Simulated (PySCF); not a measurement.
Sn(Br)(OH), HBrOSn, SMILES [OH][Sn][Br], singlet, CAM-B3LYP/def2-SVP optimised geometry.

```
4

Sn    -1.17    -1.24     0.00
Br     1.39    -1.24     0.00
O     -1.39     0.72     0.00
H     -0.58     1.24     0.00
```

Density from CAM-B3LYP/def2-TZVP, def2 effective core potentials past Kr run with PySCF 2.14.0 at that geometry. The core electrons that the potentials of Sn replace are not part of the density.

Minimum of the electron density along straight lines between bonded atoms, close to the bond critical point (lines longer than 1.1 times the sum of covalent radii, or with two minima, are not listed):

```
bond     length / Å  ρ at the minimum / e bohr⁻³  ∇²ρ there / e bohr⁻⁵  position (fraction from the first atom)
-------  ----------  ---------------------------  --------------------  ---------------------------------------
Sn1–Br2       2.562                        0.066                   [?]                                     0.46
Sn1–O3        1.978                          [?]                   [?]                                     0.51
O3–H4         0.968                        0.349                 -2.32                                     0.80
```

Task: What belongs in the gaps?

Result: 
- Sn1–Br2, ∇²ρ there / e bohr⁻⁵: 0.10
- Sn1–O3, ρ at the minimum / e bohr⁻³: 0.117
- Sn1–O3, ∇²ρ there / e bohr⁻⁵: 0.49
